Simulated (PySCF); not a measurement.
Structure problem from calculated spectra and properties.

Formula: C6H8FNSi2.

* Dipole: 4.75 D [PBE0/pcSseg-1]
* 13C NMR: chemical shifts (computed TMS as zero) by class: 169.0 (1 C), 132.5 (1 C), 132.4 (1 C), 124.3 (1 C), 86.7 (1 C), 7.4 (1 C) ppm [GIAO PBE0/pcSseg-1]
* Rotational structure: rotational constants A, B, C: 0.973, 0.792, 0.442 GHz [GFN2-xTB]
* 1H NMR: chemical shifts (computed TMS as zero) by class: 5.39 (2 H), 4.31 (3 H), 2.53 (3 H) ppm [GIAO PBE0/pcSseg-1]
* NMR, other nuclei: isotropic shieldings of nuclei other than C and H, by class: -71 (1 N), 394 (1 F), 364 (1 Si), 422 (1 Si) ppm [GIAO PBE0/pcSseg-1]

The electronic properties come from PySCF, for the isolated species, density fitting. Levels stand in brackets. The structure is a single GFN2-xTB conformer in the gas phase; no vibrational or solvent corrections. Each NMR value is the plain mean over a class of atoms that symmetry, rotation or inversion makes alike.

Question: Propose a structure and show how it fits.

Answer: Numbering: `[CH3:1][C:2]#[C:3]/[C:4]([SiH2:5][F:6])=[C:7](\[SiH3:8])[C:9]#[N:10]`. Its formula, C6H8FNSi2, gives 5 degrees of unsaturation: 0 rings and 5 π bonds in the structure found. 6 carbons fall into 6 classes; from least to most shielded: fully substituted alkene carbon [C4] (169.0 ppm), alkyne carbon [C2] (132.5 ppm), fully substituted alkene carbon [C7] (132.4 ppm), nitrile carbon [C9] (124.3 ppm), alkyne carbon [C3] (86.7 ppm), propargylic carbon [C1] (7.4 ppm). Hydrogen classes from least to most shielded: 2 H on a fluorine-bound silicon, Si5 (5.39 ppm), 3 H on an SiH3 silicon, Si8 (4.31 ppm), 3 H on a propargylic carbon, C1 (2.53 ppm). The other shieldings belong to: -71 ppm, nitrile nitrogen [N10]; 394 ppm, silicon-bound fluorine [F6]; 364 ppm, fluorine-bound silicon [Si5]; 422 ppm, SiH3 silicon [Si8]. By its constants the optimised geometry is an asymmetric top. Structure: `CC#C/C([SiH2]F)=C(\[SiH3])C#N`. Computed isomers that give other values at the same levels: `CC#C[Si@]1(C#N)C[Si@@H](F)C1` (13C chemical shifts (computed TMS as zero) by class: 124.7 (1 C), 118.3 (1 C), 81.3 (1 C), 18.0 (2 C), 6.0 (1 C) ppm). The assignments are read from this structure; whether some other isomer fits the data as well wasn't checked.

Conformer computed: `[CH3:1][C:2]#[C:3]/[C:4]([SiH2:5][F:6])=[C:7](\[SiH3:8])[C:9]#[N:10]`: C3–C4–Si5–F6 -3°.
